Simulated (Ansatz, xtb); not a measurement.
# A geometry optimisation of C2H4Zn+ with r2SCAN-D4/def2-SVP

The starting geometry of this gas-phase doublet has its atoms placed at random.

```json
{"atom": "C", "x (Å)": "0.1268", "y (Å)": "-1.9412", "z (Å)": "0.2873"}
{"atom": "C", "x (Å)": "0.8429", "y (Å)": "0.4027", "z (Å)": "1.3021"}
{"atom": "Zn", "x (Å)": "1.1181", "y (Å)": "0.1701", "z (Å)": "-0.4340"}
{"atom": "H", "x (Å)": "0.0296", "y (Å)": "-1.6640", "z (Å)": "-0.9061"}
{"atom": "H", "x (Å)": "0.2677", "y (Å)": "1.3441", "z (Å)": "-1.7812"}
{"atom": "H", "x (Å)": "0.3413", "y (Å)": "0.3324", "z (Å)": "-2.2470"}
{"atom": "H", "x (Å)": "1.5017", "y (Å)": "1.1276", "z (Å)": "0.6314"}
```

One run relaxed it with r2SCAN-D4/def2-SVP. What is a likely outcome?

It ends as a structure given below by its coordinates. Distances that change by over a tenth: C1–H4 (1.23 → 1.09 Å), Zn3–H5 (1.98 → 2.28 Å). Contacts that open: C2–Zn3 (1.77 → 2.67 Å), Zn3–H7 (1.48 → 3.39 Å). Contacts that close: C1–C2 (2.65 → 1.24 Å), C1–Zn3 (2.44 → 2.14 Å), H5–H6 (1.12 → 0.77 Å).

The energy falls by 10.75 eV over 36 steps:

```tsv
step	E − E(last) (eV)
1	10.754
5	5.944
9	0.739
13	0.052
17	0.019
20	0.006
24	0.001
28	0.000
32	0.000
36	0.000
```

Final geometry (Å):

```xyz
7

C     0.5868   -1.1608    0.3202
C     0.6152   -0.0252    0.8100
Zn    0.5750   -0.7076   -1.7711
H     0.5638   -2.2479    0.4106
H     0.6263    1.5650   -1.6663
H     0.6196    1.3469   -2.4062
H     0.6413    1.0013    1.1554
```

From the same start GFN2-xTB ends elsewhere, differing in C1–Zn3 (2.86 against 2.14 Å here), C2–Zn3 (2.33 against 2.67 Å here), H5–H6 (0.87 against 0.77 Å here).

From so rough a start the end depends on the optimiser's path, so another program may land elsewhere. No frequencies were run, so the end isn't proven a minimum. Open shells are spin-unrestricted. Run with Ansatz 0.2.0, 6.7 min on 1 thread of Arm Neoverse V1 (shared host).
